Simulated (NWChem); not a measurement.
System meant: MoNHOF₂; SMILES [NH]=[Mo](=[O])([F])[F]

Here is an NWChem input.

```
start job
memory heap 200 mb stack 900 mb global 1100 mb
geometry units angstroms noautoz
  Mo     0.003889    -0.017667     0.000000
  O      0.749871     1.468981     0.000000
  N      1.234996    -1.206266     0.000000
  H      2.233529    -1.413746     0.000000
  F     -0.994315    -0.229470    -1.539506
  F     -0.994315    -0.229470     1.539506
end
basis spherical
  * library def2-svp
end
dft
  xc b3lyp
  iterations 150
  mulliken
end
task dft energy
```

End of the output:

```
             Northwest Computational Chemistry Package (NWChem) 7.3.0
             --------------------------------------------------------

 CS  symmetry detected

                             Geometry "geometry" -> ""
                             -------------------------

 Output coordinates in angstroms (scale by  1.889725989 to convert to a.u.)

  No.       Tag          Charge          X              Y              Z
 ---- ---------------- ---------- -------------- -------------- --------------
    1 Mo                  42.0000     0.01807518     0.01914008     0.00000000
    2 O                    8.0000     0.96827568     1.38432521     0.00000000
    3 N                    7.0000     1.06725893    -1.33274952     0.00000000
    4 H                    1.0000     2.02603987    -1.68039190     0.00000000
    5 F                    9.0000    -1.00012309    -0.04826925     1.53950600
    6 F                    9.0000    -1.00012309    -0.04826925    -1.53950600

 Effective nuclear repulsion energy (a.u.)     504.7547000878

      Symmetry information
      --------------------

 Group name             Cs
 Group number              2
 Group order               2
 No. of unique centers     5

                                 NWChem DFT Module
                                 -----------------

 Summary of "ao basis" -> "ao basis" (spherical)
 ------------------------------------------------------------------------------
       Tag                 Description            Shells   Functions and Types
 ---------------- ------------------------------  ------  ---------------------
 Mo                         def2-svp                11       31   5s3p2d1f
 O                          def2-svp                 6       14   3s2p1d
 N                          def2-svp                 6       14   3s2p1d
 H                          def2-svp                 3        5   2s1p
 F                          def2-svp                 6       14   3s2p1d

      Symmetry analysis of basis
      --------------------------

        a'         59
        a"         33

            General Information
            -------------------
          SCF calculation type: DFT
          Wavefunction type:  closed shell.
          No. of atoms     :     6
          No. of electrons :    76
           Alpha electrons :    38
            Beta electrons :    38
          Charge           :     0
          Spin multiplicity:     1
          Use of symmetry is: on ; symmetry adaption is: on
          Maximum number of iterations: 150
          AO basis - number of functions:    92
                     number of shells:    38
          Convergence on energy requested:  1.00D-06
          Convergence on density requested:  1.00D-05
          Convergence on gradient requested:  5.00D-04

              XC Information
              --------------
                         B3LYP Method XC Potential
                     Hartree-Fock (Exact) Exchange  0.200
                        Slater Exchange Functional  0.800 local
                    Becke 1988 Exchange Functional  0.720 non-local
              Lee-Yang-Parr Correlation Functional  0.810
                  VWN I RPA Correlation Functional  0.190 local

             Grid Information
             ----------------
          Grid used for XC integration:  medium
          Radial quadrature: Mura-Knowles
          Angular quadrature: Lebedev.
          Tag              B.-S. Rad. Rad. Pts. Rad. Cut. Ang. Pts.
          ---              ---------- --------- --------- ---------
          Mo                  1.45      123           9.0       590
          O                   0.60       49           9.0       434
          N                   0.65       49           8.0       434
          H                   0.35       45          11.0       434
          F                   0.50       49          10.0       434
          Grid pruning is: on
          Number of quadrature shells:   315
          Spatial weights used:  Erf1

      Superposition of Atomic Density Guess
      -------------------------------------

 Sum of atomic energies:       -1112.34647441

      Non-variational initial energy
      ------------------------------

 Total energy =   -1119.322526
 1-e energy   =   -2502.500889
 2-e energy   =     878.423663
 HOMO         =      -1.719363
 LUMO         =      -1.713300

      Symmetry analysis of molecular orbitals - initial
      -------------------------------------------------

  Numbering of irreducible representations:

     1 a'          2 a"

  Orbital symmetries:

     1 a'          2 a"          3 a'          4 a'          5 a'
     6 a'          7 a'          8 a"          9 a'         10 a'
    11 a'         12 a"         13 a'         14 a"         15 a'
    16 a'         17 a'         18 a'         19 a"         20 a'
    21 a"         22 a"         23 a'         24 a'         25 a"
    26 a'         27 a"         28 a'         29 a'         30 a"
    31 a'         32 a'         33 a"         34 a'         35 a"
    36 a'         37 a"         38 a'         39 a'         40 a'
    41 a"         42 a'         43 a'         44 a"         45 a'
    46 a"         47 a'         48 a'

     ---------------------------------------------
      Total Density - Mulliken Population Analysis
     ---------------------------------------------

    Atom       Charge   Shell Charges
 -----------   ------   -------------------------------------------------------
    1 Mo  42    43.36   2.01  2.06  2.17 -0.09  0.01  6.09  6.83 -0.46 10.54 -0.12 14.33
    2 O    8     9.17   1.99  1.13  0.70  3.84  1.39  0.12
    3 N    7     6.48   1.99  1.04  0.79  2.12  0.45  0.09
    4 H    1     0.13   0.12 -0.01  0.01
    5 F    9     8.43   1.99  1.08  0.86  2.87  1.57  0.05
    6 F    9     8.43   1.99  1.08  0.86  2.87  1.57  0.05

[...]
```

**Question.** Can this run be used? If not, why, and what is the fix?

**Answer.** The run ends normally but its numbers are meaningless: the def2 basis of a heavy element holds valence functions alone and wants its effective core potential (without it all electrons must fit into that basis). This input runs:
```
start job
memory heap 200 mb stack 900 mb global 1100 mb
geometry units angstroms noautoz
  Mo     0.003889    -0.017667     0.000000
  O      0.749871     1.468981     0.000000
  N      1.234996    -1.206266     0.000000
  H      2.233529    -1.413746     0.000000
  F     -0.994315    -0.229470    -1.539506
  F     -0.994315    -0.229470     1.539506
end
basis spherical
  * library def2-svp
end
ecp
  Mo library def2-ecp
end
dft
  xc b3lyp
  iterations 150
  mulliken
end
task dft energy
```
It converges to -398.37884 Ha (B3LYP/def2-SVP with def2 effective core potentials on Mo). The faulty run gave -1164.576 Ha, with all electrons squeezed into the valence basis.
